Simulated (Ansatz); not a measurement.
A nudged elastic band was laid between two geometries of CH7NSeSi (11 atoms, charge 0, multiplicity 1).

Method: Ansatz 0.2.0, RKS B3LYP-D4/def2-SVP.

```json
{
 "movable images": "9",
 "climbing image": "yes",
 "spring": "5.0 eV/Å²",
 "optimiser": "quadratic models (default)",
 "start path": "through a guess of the saddle point",
 "force threshold": "0.5 eV/Å",
 "iteration limit": "60",
 "end points": "relaxed"
}
```

First end point:

```xyz
11
Properties=species:S:1:pos:R:3
N -1.219 1.174 -0.462
Si -0.648 -0.036 0.638
C 1.221 -0.170 0.412
Se 1.700 -0.649 -1.455
H -0.977 1.075 -1.444
H -2.154 1.555 -0.355
H -1.201 -1.421 0.462
H -0.998 0.412 2.019
H 1.688 0.815 0.565
H 1.700 -0.883 1.099
H 0.956 -1.927 -1.459
```

Last end point:

```xyz
11
Properties=species:S:1:pos:R:3
N -1.233 0.966 -0.034
Si -0.558 -0.410 1.314
C 1.243 -0.347 0.553
Se 1.470 -0.254 -1.433
H -0.650 0.885 -0.891
H -2.212 0.807 -0.282
H -1.071 -1.512 0.375
H -1.156 1.924 0.315
H 1.799 0.537 0.907
H 1.810 -1.223 0.907
H 0.622 -1.430 -1.711
```

(1) What changes between the two ends?

(2) What energy profile does the band end with?

(3) What is the geometry of the highest image?

## Answers

(1) Bonds broken: Si2–H8. Bonds formed: N1–H8.

(2) It converged. The highest image is number 5 of 0 to 10, 3.00 eV above the first end and 1.75 eV above the last; the last end lies 1.25 eV above the first. The threshold of 0.5 eV/Å is loose, so the images may lie well off the minimum-energy path. Neighbouring images differ by up to 1.3 eV, so the band resolves the path poorly. The order of the stationary point at the top wasn't checked. The orbitals stay closed-shell, which can raise the energy where a bond breaks towards radicals; this wasn't checked here.

```json
{"image": "0", "path coordinate (Å)": "0.00", "energy (eV)": "0.00", "Si2–H8 (Å)": "1.49", "N1–H8 (Å)": "2.60"}
{"image": "1", "path coordinate (Å)": "0.41", "energy (eV)": "0.01", "Si2–H8 (Å)": "1.49", "N1–H8 (Å)": "2.61"}
{"image": "2", "path coordinate (Å)": "0.81", "energy (eV)": "0.17", "Si2–H8 (Å)": "1.50", "N1–H8 (Å)": "2.44"}
{"image": "3", "path coordinate (Å)": "1.22", "energy (eV)": "0.84", "Si2–H8 (Å)": "1.50", "N1–H8 (Å)": "2.14"}
{"image": "4", "path coordinate (Å)": "1.62", "energy (eV)": "2.12", "Si2–H8 (Å)": "1.52", "N1–H8 (Å)": "1.78"}
{"image": "5", "path coordinate (Å)": "2.02", "energy (eV)": "3.00", "Si2–H8 (Å)": "1.64", "N1–H8 (Å)": "1.39"}
{"image": "6", "path coordinate (Å)": "2.36", "energy (eV)": "2.30", "Si2–H8 (Å)": "1.87", "N1–H8 (Å)": "1.11"}
{"image": "7", "path coordinate (Å)": "2.70", "energy (eV)": "1.62", "Si2–H8 (Å)": "2.20", "N1–H8 (Å)": "1.02"}
{"image": "8", "path coordinate (Å)": "3.04", "energy (eV)": "1.35", "Si2–H8 (Å)": "2.46", "N1–H8 (Å)": "1.02"}
{"image": "9", "path coordinate (Å)": "3.38", "energy (eV)": "1.27", "Si2–H8 (Å)": "2.58", "N1–H8 (Å)": "1.02"}
{"image": "10", "path coordinate (Å)": "3.72", "energy (eV)": "1.25", "Si2–H8 (Å)": "2.61", "N1–H8 (Å)": "1.02"}
```

(3) 
```xyz
11
Properties=species:S:1:pos:R:3
N -1.222 1.041 -0.264
Si -0.629 -0.252 0.974
C 1.215 -0.283 0.479
Se 1.568 -0.493 -1.472
H -0.692 1.247 -1.123
H -2.229 1.140 -0.391
H -1.158 -1.617 0.582
H -1.087 1.321 1.093
H 1.693 0.678 0.728
H 1.769 -1.068 1.016
H 0.837 -1.771 -1.600
```

Time of the run: 4.3 min on 2 threads of Arm Neoverse V1, with other jobs on the host, peak memory 0.29 GiB.
